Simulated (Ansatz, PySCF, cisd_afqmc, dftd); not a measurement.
Species: BNH, charge 0, doublet. BNH (SMILES B=[N], doublet).
B3LYP-D3(BJ)/def2-TZVP minimum from Ansatz (an electronic-structure program):
```
B
N 1 1.3055
H 1 1.1689 2 180.00
```
Charge 0, spin multiplicity 2.

Property: enthalpy of formation at 298 K (by atomisation, with ideal-gas terms from PySCF's Hessian at B3LYP-D3(BJ)/def2-TZVP and the atoms' measured values of the G2/97 table; no spin-orbit terms), in kcal/mol. Open shells are spin-unrestricted; no spin-orbit coupling. Cores are frozen in correlated methods. Rows without X2C or -DK are non-relativistic. AFQMC is phaseless with a CISD trial state; ± is one standard error, without the phaseless bias. Outlying blocks are dropped, and bars are widened where a walk drifts. Over all cases where full CI ran beside it in this data, AFQMC minus full CI had a median of +0.1 mEh and passed +0.4 mEh in a tenth of the cases. CBS(X,Y): correlation extrapolated as X^-3, Hartree-Fock from the larger set (Q,5: extrapolated as (X+1)exp(-9√X)). A bracket is a step between two methods taken in the basis named. Functionals run without relativity, which enters their misses. '+ core + X2C': CCSD(T) terms for core correlation (cc-pwCVTZ) and scalar relativity (cc-pVTZ-DK). Where a partner has so few electrons that a lower coupled-cluster level is exact, that level stands in. The UHF reference of HBN (B=[N], doublet) is spin-contaminated (<S^2> up to 0.03 over the pure value in the sets run).

| level | program | enthalpy of formation at 298 K (kcal/mol) | difference against the last row |
|---|---|---|---|
| HF/cc-pVQZ | Ansatz | 164.7 | 72.9 |
| PBE-D4/def2-TZVPD | Ansatz + dftd4 | 77.5 | -14.3 |
| r2SCAN-D3(BJ)/def2-TZVPD | Ansatz + dftd3 | 87.5 | -4.3 |
| B3LYP-D4/def2-TZVPD | Ansatz + dftd4 | 83.4 | -8.4 |
| r2SCANh/def2-TZVPD | Ansatz | 90.9 | -0.9 |
| MP2/cc-pV5Z | Ansatz | 90.7 | -1.1 |
| CCSD/cc-pV5Z | Ansatz | 100.7 | 8.9 |
| AFQMC/CISD/cc-pVDZ | cisd_afqmc | 116.7 ± 0.4 | 24.9 |
| CCSD(T)/CBS(cc-pVQZ,cc-pV5Z) + [CCSDT(Q) - CCSD(T)]/cc-pVQZ + [CCSDTQ - CCSDT(Q)]/cc-pVDZ + core + X2C | Ansatz | 91.8 | 0.0 |
